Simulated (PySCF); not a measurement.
## C₆ coefficients of unlike pairs at CAM-B3LYP

Calculated with PySCF 2.14 from the dipole response of each species, C₆(A,B) = (3/π) ∫ α_A(iu) α_B(iu) du, in atomic units, from isotropic polarisabilities. For ions this is the dispersion term alone; charge-induced terms of lower order in 1/R come first.

```json
{"species": "S³⁺", "configuration": "[Ne] 3s2 3p1 (2P)", "basis": "def2-QZVPPD (10s7p5d2f1g)", "relativity": "none", "α (bohr³)": "5.329", "C₆ (like pair)": "14.13"}
{"species": "Be²⁺", "configuration": "1s2 (1S)", "basis": "dyall-acv3z (15s9p4d2f)", "relativity": "none", "α (bohr³)": "0.05453", "C₆ (like pair)": "0.01184"}
{"species": "Ti³⁺", "configuration": "[Ar] 3d1 (2D)", "basis": "def2-QZVPPD (11s6p5d3f2g)", "relativity": "none", "α (bohr³)": "2.258", "C₆ (like pair)": "5.772"}
{"species": "Se", "configuration": "[Ar] 3d10 4s2 4p4 (3P)", "basis": "aug-cc-pVTZ-PP with one added diffuse shell each of s, d, f type with ECP10MDF (7s5p5d3f)", "relativity": "core potential", "α (bohr³)": "26.63", "C₆ (like pair)": "219.6"}
```

Question: Estimate C₆ for Se with S³⁺.

Answer: The integral gives 54.51. The combination rule 2 C_A C_B / (C_A α_B/α_A + C_B α_A/α_B) gives 54.18 and the geometric mean 55.71.

No spin-orbit coupling is included.

The other pairs:

```
      pair      C₆
  Se, Ti³⁺   29.87
  Se, Be²⁺  0.8968
 Ti³⁺, S³⁺   8.336
Ti³⁺, Be²⁺  0.2253
 Be²⁺, S³⁺  0.2725
```
